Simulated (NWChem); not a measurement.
# Basis-set convergence for 1,1-difluoroethane (C₂H₄F₂)

SMILES: CC(F)F
```xyz
8

C     -0.2798     1.3382     0.0000
C     -0.3190    -0.1616     0.0000
F      0.3185    -0.6456    -1.0922
F      0.3185    -0.6456     1.0922
H      0.7679     1.6712     0.0000
H     -0.7817     1.7315    -0.8945
H     -0.7817     1.7315     0.8945
H     -1.3451    -0.5725     0.0000
```
Charge 0, spin multiplicity 1.

The numbers come from NWChem runs, not from measurements. Structure: optimised with PBE0/def2-SVP, a minimum by its harmonic frequencies.

Quantity: dipole moment at the level PBE.

The Pople sets run with spherical d functions.

| basis | functions | dipole moment (D) |
|---|---|---|
| STO-3G | 24 | 0.95 |
| 6-31G* | 64 | (withheld) |
| def2-SVP | 76 | 1.86 |
| cc-pVDZ | 76 | 1.78 |
| 6-31+G* | 80 | (withheld) |
| 6-311G** | 96 | 1.90 |
| 6-311++G** | 116 | (withheld) |
| aug-cc-pVDZ | 128 | 2.07 |
| cc-pVTZ | 176 | 1.91 |
| pcseg-2 | 176 | 2.07 |

### Question
Some entries are withheld; supply them.

### Answer

- 6-31G*, dipole moment (D): 1.72
- 6-31+G*, dipole moment (D): 2.17
- 6-311++G**, dipole moment (D): 2.21
